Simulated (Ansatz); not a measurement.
A short molecular-dynamics run on ClFH2INZr, SMILES `[NH2][Zr]([F])([Cl])[I]`.

```yaml
crystal:
  periodic: [false, false, false]
  atoms:
    - {symbol: N, position_ang: [-0.180690, 1.232559, 0.235461]}
    - {symbol: Zr, position_ang: [-0.042184, -0.729776, -0.087025]}
    - {symbol: F, position_ang: [-1.780982, -1.320992, -0.516705]}
    - {symbol: Cl, position_ang: [0.842886, -1.724924, 1.841848]}
    - {symbol: I, position_ang: [1.663019, -1.144351, -2.173561]}
    - {symbol: H, position_ang: [0.542595, 1.812313, 0.641916]}
    - {symbol: H, position_ang: [-0.983344, 1.807172, 0.012366]}
basis:
  gaussian: {orbitals: def2-SVP}
hamiltonian: {xc: {name: revPBE}, dispersion: d3bj}
md: {timestep: 1 fs, n_steps: 30, ensemble: nvt_langevin, temperature: 500, initial_velocities: maxwell_boltzmann, friction: 0.01, seed: 499}
```

```sh
$ ansatz run in.yaml --threads 4 --pin off --events-out ev --progress --plain --max-ram 10444MiB
```

| step | time (fs) | potential energy (eV) | kinetic (eV) | T (K) | conserved (eV) |
| --- | --- | --- | --- | --- | --- |
| 0 | 0.0 | -26142.6980 | 0.3878 | 429 | – |
| 1 | 1.0 | -26142.6654 | 0.3845 | 425 | – |
| 2 | 2.0 | -26142.6415 | 0.3931 | 434 | – |
| 3 | 3.0 | -26142.6485 | 0.3957 | 437 | – |
| 4 | 4.0 | -26142.6455 | 0.4336 | 479 | – |
| 5 | 5.0 | -26142.6133 | 0.3705 | 409 | – |
| 6 | 6.0 | -26142.5763 | 0.3442 | 380 | – |
| 7 | 7.0 | -26142.5630 | 0.3143 | 347 | – |
| 8 | 8.0 | -26142.5747 | 0.3148 | 348 | – |
| 9 | 9.0 | -26142.5945 | 0.3727 | 412 | – |
| 10 | 10.0 | -26142.5817 | 0.3721 | 411 | – |
| 11 | 11.0 | -26142.5259 | 0.3057 | 338 | – |
| 12 | 12.0 | -26142.5033 | 0.2770 | 306 | – |
| 13 | 13.0 | -26142.5381 | 0.2930 | 324 | – |
| 14 | 14.0 | -26142.5564 | 0.3270 | 361 | – |
| 15 | 15.0 | -26142.5263 | 0.3039 | 336 | – |
| 16 | 16.0 | -26142.4848 | 0.2934 | 324 | – |
| 17 | 17.0 | -26142.4700 | 0.3035 | 335 | – |
| 18 | 18.0 | -26142.4951 | 0.3227 | 357 | – |
| 19 | 19.0 | -26142.5421 | 0.4051 | 448 | – |
| 20 | 20.0 | -26142.5485 | 0.4279 | 473 | – |
| 21 | 21.0 | -26142.4942 | 0.3949 | 436 | – |
| 22 | 22.0 | -26142.4807 | 0.3692 | 408 | – |
| 23 | 23.0 | -26142.5344 | 0.3837 | 424 | – |
| 24 | 24.0 | -26142.5652 | 0.4544 | 502 | – |
| 25 | 25.0 | -26142.5232 | 0.4352 | 481 | – |
| 26 | 26.0 | -26142.4645 | 0.3430 | 379 | – |
| 27 | 27.0 | -26142.4708 | 0.3085 | 341 | – |
| 28 | 28.0 | -26142.5323 | 0.3926 | 434 | – |
| 29 | 29.0 | -26142.5591 | 0.4130 | 456 | – |
| 30 | 30.0 | -26142.5030 | 0.3861 | 427 | – |

Velocities are drawn at the set temperature; a run this short doesn't reach equilibrium.

Frames (Å, forces in eV/Å):

```xyz
7
time=0.0 fs
N    -0.181    1.233    0.235    0.032   -0.365   -0.066
Zr   -0.042   -0.730   -0.087    0.304   -0.113   -0.032
F    -1.781   -1.321   -0.517   -0.611   -0.191   -0.168
Cl    0.843   -1.725    1.842    0.169   -0.155    0.325
I     1.663   -1.144   -2.174    0.162   -0.025   -0.192
H     0.543    1.812    0.642    0.485    0.421    0.279
H    -0.983    1.807    0.012   -0.542    0.428   -0.144
7
time=1.0 fs
N    -0.174    1.232    0.239    1.511   -0.517    0.538
Zr   -0.042   -0.729   -0.086    0.354   -0.132   -0.060
F    -1.781   -1.319   -0.512   -0.633   -0.185   -0.175
Cl    0.844   -1.720    1.838    0.195   -0.189    0.379
I     1.661   -1.147   -2.175    0.157   -0.026   -0.191
H     0.539    1.851    0.648   -0.007   -0.070   -0.006
H    -0.959    1.775   -0.010   -1.577    1.121   -0.484
7
time=2.0 fs
N    -0.167    1.232    0.244    2.166   -0.046    0.929
Zr   -0.041   -0.727   -0.085    0.404   -0.123   -0.079
F    -1.781   -1.317   -0.508   -0.666   -0.185   -0.186
Cl    0.844   -1.716    1.835    0.221   -0.225    0.433
I     1.660   -1.149   -2.175    0.153   -0.027   -0.192
H     0.538    1.891    0.656   -0.546   -0.608   -0.317
H    -0.952    1.753   -0.039   -1.732    1.213   -0.587
7
time=3.0 fs
N    -0.158    1.232    0.250    1.617    0.910    0.818
Zr   -0.040   -0.725   -0.084    0.440   -0.105   -0.096
F    -1.781   -1.315   -0.504   -0.698   -0.187   -0.197
Cl    0.845   -1.711    1.832    0.246   -0.258    0.483
I     1.658   -1.152   -2.176    0.150   -0.028   -0.194
H     0.534    1.928    0.661   -0.877   -0.986   -0.513
H    -0.961    1.744   -0.074   -0.878    0.654   -0.301
7
time=4.0 fs
N    -0.149    1.232    0.255    0.395    1.791    0.301
Zr   -0.039   -0.723   -0.083    0.444   -0.083   -0.126
F    -1.781   -1.313   -0.499   -0.711   -0.185   -0.202
Cl    0.846   -1.706    1.829    0.271   -0.291    0.534
I     1.657   -1.155   -2.176    0.148   -0.029   -0.196
H     0.520    1.958    0.659   -0.889   -1.085   -0.524
H    -0.979    1.743   -0.113    0.342   -0.119    0.212
7
time=5.0 fs
N    -0.139    1.234    0.261   -0.830    2.092   -0.344
Zr   -0.038   -0.721   -0.082    0.437   -0.036   -0.165
F    -1.781   -1.312   -0.495   -0.719   -0.182   -0.205
Cl    0.847   -1.700    1.826    0.296   -0.324    0.587
I     1.656   -1.158   -2.177    0.142   -0.029   -0.192
H     0.496    1.979    0.651   -0.594   -0.845   -0.347
H    -0.997    1.740   -0.148    1.268   -0.676    0.666
7
time=6.0 fs
N    -0.131    1.236    0.266   -1.650    1.908   -0.847
Zr   -0.037   -0.720   -0.081    0.428    0.021   -0.209
F    -1.781   -1.311   -0.490   -0.723   -0.179   -0.206
Cl    0.849   -1.694    1.823    0.324   -0.359    0.644
I     1.655   -1.160   -2.178    0.135   -0.029   -0.188
H     0.469    1.993    0.644   -0.204   -0.456   -0.109
H    -1.006    1.730   -0.174    1.690   -0.906    0.915
7
time=7.0 fs
N    -0.125    1.238    0.271   -2.070    1.400   -1.167
Zr   -0.036   -0.718   -0.080    0.452    0.090   -0.234
F    -1.780   -1.311   -0.485   -0.748   -0.182   -0.212
Cl    0.851   -1.688    1.820    0.347   -0.391    0.694
I     1.654   -1.163   -2.179    0.128   -0.028   -0.184
H     0.442    2.005    0.639    0.195   -0.008    0.144
H    -1.002    1.712   -0.191    1.695   -0.882    0.959
7
time=8.0 fs
N    -0.119    1.242    0.275   -2.106    0.637   -1.286
Zr   -0.036   -0.716   -0.080    0.516    0.170   -0.229
F    -1.780   -1.309   -0.481   -0.786   -0.187   -0.220
Cl    0.853   -1.683    1.818    0.360   -0.411    0.721
I     1.653   -1.166   -2.179    0.118   -0.026   -0.177
H     0.417    2.016    0.634    0.582    0.468    0.401
H    -0.987    1.686   -0.197    1.316   -0.650    0.790
7
time=9.0 fs
N    -0.115    1.246    0.279   -1.450   -0.023   -0.992
Zr   -0.037   -0.714   -0.079    0.573    0.235   -0.212
F    -1.781   -1.308   -0.476   -0.800   -0.184   -0.223
Cl    0.855   -1.678    1.816    0.366   -0.426    0.736
I     1.651   -1.169   -2.180    0.106   -0.024   -0.167
H     0.394    2.033    0.634    0.740    0.631    0.514
H    -0.960    1.655   -0.195    0.465   -0.210    0.345
7
time=10.0 fs
N    -0.113    1.249    0.282   -0.046   -0.380   -0.199
Zr   -0.037   -0.712   -0.078    0.608    0.260   -0.200
F    -1.782   -1.308   -0.471   -0.786   -0.170   -0.220
Cl    0.858   -1.674    1.815    0.372   -0.438    0.750
I     1.650   -1.173   -2.181    0.094   -0.020   -0.158
H     0.375    2.057    0.640    0.594    0.338    0.416
H    -0.927    1.621   -0.192   -0.835    0.411   -0.389
7
time=11.0 fs
N    -0.112    1.252    0.284    1.353   -0.463    0.672
Zr   -0.036   -0.710   -0.078    0.615    0.257   -0.193
F    -1.784   -1.307   -0.466   -0.755   -0.153   -0.214
Cl    0.860   -1.669    1.814    0.379   -0.449    0.763
I     1.648   -1.176   -2.181    0.086   -0.017   -0.153
H     0.360    2.081    0.649    0.321   -0.121    0.216
H    -0.904    1.589   -0.193   -1.999    0.945   -1.091
7
time=12.0 fs
N    -0.110    1.254    0.286    1.723   -0.277    0.958
Zr   -0.035   -0.708   -0.077    0.580    0.247   -0.195
F    -1.786   -1.307   -0.460   -0.701   -0.130   -0.204
Cl    0.863   -1.665    1.813    0.386   -0.457    0.776
I     1.646   -1.180   -2.182    0.083   -0.015   -0.153
H     0.346    2.098    0.662    0.116   -0.419    0.055
H    -0.899    1.567   -0.205   -2.186    1.052   -1.237
7
time=13.0 fs
N    -0.106    1.255    0.287    0.898    0.119    0.479
Zr   -0.034   -0.706   -0.076    0.522    0.232   -0.193
F    -1.788   -1.308   -0.454   -0.640   -0.109   -0.193
Cl    0.867   -1.661    1.812    0.388   -0.459    0.779
I     1.645   -1.183   -2.182    0.083   -0.014   -0.158
H     0.334    2.107    0.674   -0.004   -0.511   -0.043
H    -0.912    1.554   -0.229   -1.246    0.741   -0.670
7
time=14.0 fs
N    -0.103    1.256    0.290   -0.415    0.377   -0.378
Zr   -0.033   -0.704   -0.076    0.441    0.193   -0.195
F    -1.791   -1.308   -0.446   -0.569   -0.085   -0.182
Cl    0.871   -1.658    1.811    0.389   -0.455    0.774
I     1.643   -1.185   -2.183    0.085   -0.013   -0.164
H     0.323    2.108    0.682   -0.001   -0.342   -0.031
H    -0.938    1.545   -0.257    0.071    0.325    0.176
7
time=15.0 fs
N    -0.099    1.256    0.291   -1.508    0.343   -1.133
Zr   -0.031   -0.701   -0.076    0.316    0.120   -0.213
F    -1.795   -1.309   -0.438   -0.459   -0.049   -0.162
Cl    0.874   -1.655    1.811    0.388   -0.447    0.765
I     1.641   -1.188   -2.183    0.087   -0.012   -0.170
H     0.309    2.104    0.687    0.120    0.021    0.093
H    -0.965    1.542   -0.279    1.056    0.025    0.820
7
time=16.0 fs
N    -0.097    1.256    0.290   -2.147    0.140   -1.593
Zr   -0.030   -0.698   -0.075    0.185    0.029   -0.240
F    -1.799   -1.311   -0.430   -0.337   -0.008   -0.140
Cl    0.879   -1.651    1.811    0.387   -0.437    0.755
I     1.640   -1.190   -2.184    0.087   -0.010   -0.171
H     0.298    2.097    0.692    0.254    0.396    0.239
H    -0.984    1.539   -0.291    1.572   -0.109    1.150
7
time=17.0 fs
N    -0.096    1.258    0.288   -2.330   -0.005   -1.726
Zr   -0.028   -0.694   -0.075    0.043   -0.082   -0.266
F    -1.803   -1.313   -0.422   -0.196    0.043   -0.115
Cl    0.883   -1.648    1.811    0.386   -0.426    0.744
I     1.638   -1.193   -2.184    0.087   -0.007   -0.171
H     0.293    2.092    0.698    0.310    0.587    0.310
H    -0.991    1.536   -0.293    1.701   -0.110    1.224
7
time=18.0 fs
N    -0.097    1.261    0.285   -2.028    0.082   -1.489
Zr   -0.026   -0.691   -0.074   -0.122   -0.209   -0.277
F    -1.808   -1.316   -0.414   -0.024    0.108   -0.087
Cl    0.888   -1.644    1.812    0.381   -0.409    0.723
I     1.636   -1.195   -2.185    0.089   -0.005   -0.174
H     0.291    2.094    0.705    0.237    0.444    0.237
H    -0.986    1.533   -0.287    1.467   -0.011    1.067
7
time=19.0 fs
N    -0.099    1.264    0.279   -1.127    0.295   -0.813
Zr   -0.024   -0.687   -0.074   -0.287   -0.354   -0.265
F    -1.813   -1.320   -0.407    0.165    0.180   -0.058
Cl    0.893   -1.641    1.813    0.367   -0.383    0.685
I     1.634   -1.197   -2.185    0.091   -0.002   -0.178
H     0.292    2.100    0.717    0.066    0.031    0.038
H    -0.964    1.532   -0.274    0.724    0.232    0.591
7
time=20.0 fs
N    -0.102    1.267    0.273    0.366    0.386    0.265
Zr   -0.022   -0.684   -0.074   -0.453   -0.515   -0.234
F    -1.819   -1.325   -0.400    0.362    0.256   -0.030
Cl    0.899   -1.639    1.814    0.345   -0.347    0.631
I     1.633   -1.199   -2.186    0.095    0.000   -0.184
H     0.294    2.106    0.730   -0.108   -0.435   -0.190
H    -0.931    1.534   -0.256   -0.608    0.655   -0.259
7
time=21.0 fs
N    -0.106    1.271    0.266    1.803    0.334    1.290
Zr   -0.019   -0.680   -0.075   -0.629   -0.660   -0.199
F    -1.825   -1.329   -0.393    0.558    0.330   -0.004
Cl    0.905   -1.637    1.815    0.323   -0.311    0.575
I     1.631   -1.200   -2.186    0.100    0.002   -0.191
H     0.294    2.111    0.740   -0.225   -0.784   -0.363
H    -0.905    1.541   -0.243   -1.929    1.088   -1.108
7
time=22.0 fs
N    -0.109    1.275    0.261    2.066    0.307    1.496
Zr   -0.017   -0.677   -0.075   -0.805   -0.756   -0.171
F    -1.830   -1.333   -0.387    0.735    0.394    0.018
Cl    0.912   -1.634    1.816    0.301   -0.276    0.523
I     1.629   -1.202   -2.186    0.102    0.004   -0.196
H     0.290    2.113    0.744   -0.209   -0.832   -0.376
H    -0.899    1.557   -0.245   -2.191    1.159   -1.294
7
time=23.0 fs
N    -0.110    1.279    0.258    1.035    0.410    0.789
Zr   -0.015   -0.673   -0.074   -0.974   -0.826   -0.157
F    -1.835   -1.336   -0.381    0.891    0.447    0.037
Cl    0.919   -1.632    1.817    0.281   -0.243    0.477
I     1.627   -1.204   -2.187    0.102    0.007   -0.197
H     0.285    2.107    0.744   -0.075   -0.576   -0.226
H    -0.911    1.582   -0.261   -1.260    0.782   -0.722
7
time=24.0 fs
N    -0.110    1.283    0.255   -0.489    0.503   -0.314
Zr   -0.013   -0.669   -0.073   -1.128   -0.888   -0.150
F    -1.840   -1.339   -0.375    1.026    0.493    0.052
Cl    0.926   -1.630    1.819    0.261   -0.211    0.431
I     1.625   -1.206   -2.188    0.099    0.010   -0.195
H     0.282    2.094    0.746    0.101   -0.126    0.008
H    -0.936    1.610   -0.287    0.129    0.219    0.168
7
time=25.0 fs
N    -0.110    1.288    0.251   -1.808    0.332   -1.360
Zr   -0.011   -0.666   -0.073   -1.272   -0.941   -0.145
F    -1.844   -1.342   -0.370    1.152    0.536    0.066
Cl    0.933   -1.627    1.821    0.240   -0.178    0.386
I     1.623   -1.207   -2.189    0.097    0.012   -0.192
H     0.280    2.075    0.747    0.345    0.492    0.344
H    -0.963    1.638   -0.313    1.246   -0.253    0.901
7
time=26.0 fs
N    -0.112    1.292    0.246   -2.493    0.137   -1.954
Zr   -0.009   -0.662   -0.072   -1.409   -1.012   -0.136
F    -1.849   -1.344   -0.364    1.279    0.580    0.079
Cl    0.939   -1.624    1.824    0.219   -0.145    0.341
I     1.621   -1.209   -2.190    0.096    0.015   -0.191
H     0.282    2.057    0.752    0.530    0.934    0.606
H    -0.979    1.663   -0.329    1.778   -0.509    1.254
7
time=27.0 fs
N    -0.115    1.296    0.240   -2.360    0.274   -1.838
Zr   -0.008   -0.660   -0.071   -1.506   -1.081   -0.121
F    -1.852   -1.347   -0.359    1.382    0.620    0.088
Cl    0.945   -1.622    1.825    0.202   -0.116    0.303
I     1.619   -1.210   -2.191    0.092    0.018   -0.187
H     0.290    2.047    0.766    0.437    0.796    0.507
H    -0.975    1.680   -0.333    1.753   -0.510    1.249
7
time=28.0 fs
N    -0.120    1.301    0.233   -1.416    0.587   -1.015
Zr   -0.007   -0.657   -0.071   -1.553   -1.126   -0.100
F    -1.854   -1.349   -0.354    1.452    0.648    0.093
Cl    0.951   -1.621    1.826    0.185   -0.091    0.271
I     1.617   -1.212   -2.193    0.084    0.022   -0.179
H     0.303    2.046    0.788    0.081    0.181    0.055
H    -0.952    1.687   -0.326    1.166   -0.222    0.874
7
time=29.0 fs
N    -0.126    1.307    0.226    0.189    0.583    0.295
Zr   -0.006   -0.655   -0.069   -1.570   -1.151   -0.068
F    -1.856   -1.351   -0.349    1.505    0.671    0.095
Cl    0.958   -1.619    1.827    0.166   -0.066    0.236
I     1.614   -1.214   -2.194    0.073    0.028   -0.167
H     0.318    2.046    0.810   -0.317   -0.464   -0.464
H    -0.917    1.690   -0.311   -0.047    0.399    0.073
7
time=30.0 fs
N    -0.132    1.314    0.219    1.973    0.013    1.639
Zr   -0.006   -0.653   -0.068   -1.574   -1.128   -0.032
F    -1.856   -1.353   -0.344    1.540    0.685    0.094
Cl    0.964   -1.617    1.828    0.147   -0.041    0.201
I     1.612   -1.216   -2.195    0.060    0.032   -0.155
H     0.331    2.042    0.826   -0.543   -0.791   -0.760
H    -0.882    1.695   -0.296   -1.603    1.229   -0.988
```

It took 49 s on 4 threads of an Arm Neoverse V1 on a shared host, with 0.18 GiB of host memory at the peak.
